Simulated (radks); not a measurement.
The numbers below are computed, except where a source is named.
Fractional charge and spin in the 4p shell of silver: the spin-up occupation runs from 2 to 3 and the spin-down occupation from 2 to 3; the fullest corner is Ag2+, [Ar] 3d10 4s2 4d(up 4.5, down 4.5) 4p(up 3, down 3). Code: a radial shooting solver on a logarithmic mesh with Libxc functionals. Model: scalar-relativistic Kohn-Sham, r2SCAN, spin-polarised, spherical densities, finite nucleus; meta-GGA in the generalised Kohn-Sham scheme; Fermi nuclear charge, rms radius of each element as measured or else 0.836 A^(1/3) + 0.57 fm. Energy (eV) minus the two flat planes that join the four corners (they meet along the diagonal where the two added fractions sum to one electron); zero is where a piecewise linear energy would lie.

| down \ up | 2 | 2.5 | 3 |
|---|---|---|---|
| 2 | 0.000 | -2.226 | 0.000 |
| 2.5 | -2.226 | 0.387 | -2.064 |
| 3 | 0.000 | -2.064 | 0.000 |

Corners above the fullest one (they belong to Ag3+ and the next ion): (up 3, down 2) 90.879 eV, (up 2, down 3) 90.879 eV, (up 2, down 2) 200.49 eV. With half an added electron in each spin the energy lies 0.387 eV from the planes, and with half an added electron in spin up alone -2.226 eV. The planes are only a guide here: the flat-plane condition holds for ground states with one frontier orbital, while this shell lies below other occupied shells, so the corners above the fullest one are inner-hole states and not the ground states of those ions.
